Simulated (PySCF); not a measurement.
Below is a simulated gas-phase Si 1s photoelectron spectrum of `[SiH3]/C=C\[SiH2]Cl`.

Every computed line was given a Gaussian of 1.0 eV full width at half maximum and an area set by the number of equivalent atoms; the highest printed point is 100. Computed with delta-SCF UKS SCAN, pcX-2 on the ionised atom, pcseg-1 elsewhere, spin-free X2C in PySCF 2.14.0.

binding energy (eV), intensity and a bar:
```
   1845.1          0 
   1845.2          1 
   1845.3          1 
   1845.4          2 #
   1845.5          4 #
   1845.6          7 ##
   1845.7         12 ###
   1845.8         18 #####
   1845.9         27 ########
   1846.0         38 ###########
   1846.1         51 ###############
   1846.2         64 ###################
   1846.3         77 #######################
   1846.4         87 ##########################
   1846.5         95 #############################
   1846.6         99 ##############################
   1846.7        100 ##############################
   1846.8         99 ##############################
   1846.9         96 #############################
   1847.0         95 ############################
   1847.1         95 ############################
   1847.2         96 #############################
   1847.3         98 ##############################
   1847.4        100 ##############################
   1847.5         99 ##############################
   1847.6         95 #############################
   1847.7         88 ##########################
   1847.8         77 #######################
   1847.9         65 ###################
   1848.0         51 ###############
   1848.1         39 ############
   1848.2         28 ########
   1848.3         19 ######
   1848.4         12 ###
   1848.5          7 ##
   1848.6          4 #
   1848.7          2 #
   1848.8          1 
   1848.9          1 
   1849.0          0
```

Task: How many maxima does the curve show, and how many computed lines lie under it?

Result: The curve has 2 maxima (at 1846.7 and 1847.4 eV). Under it lie 2 lines from 2 inequivalent silicon sites.

Task: Decompose the envelope and assign each component. Numbering: `[SiH3:1]/[CH:2]=[CH:3]\[SiH2:4][Cl:5]`.

Result: 
| position (eV) | relative area | line | atoms | environment |
| --- | --- | --- | --- | --- |
| 1846.56 | 1 | Si 1s | Si1 | SiH3 silicon |
| 1847.54 | 1 | Si 1s | Si4 | chlorine-bound silicon |

Task: Above which line width would these two lines show one maximum?

Result: Two equal Gaussians merge once their distance is under 2σ = FWHM/1.177. With 0.98 eV between them that is a full width over 1.15 eV.

Lowest listed Si 1s: Si1, bonded to C and 3 H. Highest, 0.98 eV above it: Si4, bonded to Cl, C and 2 H.

No satellites, vibrations or lifetime broadening are included. Geometry: PBE0-D3(BJ)/def2-SVP, one conformer, isolated molecule.

Conformer computed: `[SiH3:1]/[CH:2]=[CH:3]\[SiH2:4][Cl:5]`: C2–C3–Si4–Cl5 -52°.
